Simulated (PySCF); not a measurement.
GeCl₂, SMILES [Cl][Ge][Cl] (connectivity only; charge and spin as stated), neutral, multiplicity 1.

Geometry optimised at PBE0-D3(BJ)/def2-TZVP. The isomer is the one that the SMILES or the coordinates give; other isomers of the formula were not compared.

The numbers are results of PySCF with PBE/def2-TZVPD, not measurements.

Symmetry labels are those of the subgroup C2v that the program uses (full group C2v).

Question: List the valence orbital energies around the gap with their symmetry. (An estimate is asked for; the answer gives what the named calculation found.)

Answer: 
```
orbital  symmetry  energy (eV)
-------  --------  -----------
HOMO−7         B2       -20.15
HOMO−6         A1       -13.04
HOMO−5         B2        -9.75
HOMO−4         A1        -8.78
HOMO−3         B1        -8.73
HOMO−2         A2        -8.07
HOMO−1         B2        -7.65
HOMO           A1        -7.07
LUMO           B1        -3.86
LUMO+1         A1        -1.26
LUMO+2         B2        -1.23
LUMO+3         A1         0.04
```
